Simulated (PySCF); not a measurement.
Species: CH₁₃AsSi₄.
Bonds: Si1–C2, C2–Si3, Si3–As4, As4–Si5, As4–Si6. Hydrogens: H7, H8, H9 on Si1; H10, H11 on C2; H12, H13 on Si3; H14, H15, H16 on Si5; H17, H18, H19 on Si6.

A GFN2-xTB structure was refined with PBE0-D3(BJ)/def2-SVP geometry optimisation, gas phase (PySCF). Its GFN2-xTB values:

```csv
coordinate,GFN2-xTB
Si1–C2,1.895 Å
Si1–H7,1.470 Å
C2–Si3,1.904 Å
C2–H10,1.091 Å
Si3–As4,2.321 Å
Si3–H12,1.481 Å
As4–Si5,2.314 Å
Si5–H14,1.472 Å
Si1–C2–Si3,114.2°
C2–Si3–As4,108.6°
Si3–As4–Si5,97.0°
Si3–As4–Si6,98.0°
Si5–As4–Si6,97.9°
Si1–C2–Si3–As4,-59°
C2–Si3–As4–Si5,-170°
```

How do these coordinates change at the PBE0-D3(BJ)/def2-SVP level?

```csv
coordinate,PBE0-D3(BJ)/def2-SVP (Å or °),change
Si3–As4,2.373,+0.052
As4–Si5,2.362,+0.048
Si5–H14,1.496,+0.024
Si1–H7,1.494,+0.024
C2–Si3,1.882,-0.022
Si3–H12,1.498,+0.017
C2–H10,1.104,+0.013
Si1–C2,1.885,-0.010
Si3–As4–Si6,93.2,-4.8
Si5–As4–Si6,93.7,-4.2
Si3–As4–Si5,94.7,-2.3
Si1–C2–Si3,115.2,+1.0
C2–Si3–As4,109.5,+0.9
C2–Si3–As4–Si5,-154,+16
Si1–C2–Si3–As4,-50,+9
```

The energy falls by 4.2 kcal/mol over 10 energy and gradient evaluations, the largest force component goes from 0.0163 to 1.8e-04 Eh/bohr, and the atoms move by 0.335 Å rms after alignment. The bond that changes most is Si3–As4 (ends: SiH2 silicon; arsenic bonded to 3 Si), which lengthens by 0.052 Å. Bonds longer at the end by more than 0.005 Å: 16 of 18; shorter: 2. Among the dihedrals that turn most is H12–Si3–As4–Si5, from -48° to -31°. Rotational constants go from 1592, 602.9, 537.6 to 1608, 617.3, 555.3 MHz.

The run used 183 basis functions and 63 SCF cycles in all.

No PBE0-D3(BJ)/def2-SVP frequencies stand behind this structure, so it isn't proved a minimum. One conformer, not necessarily the lowest.
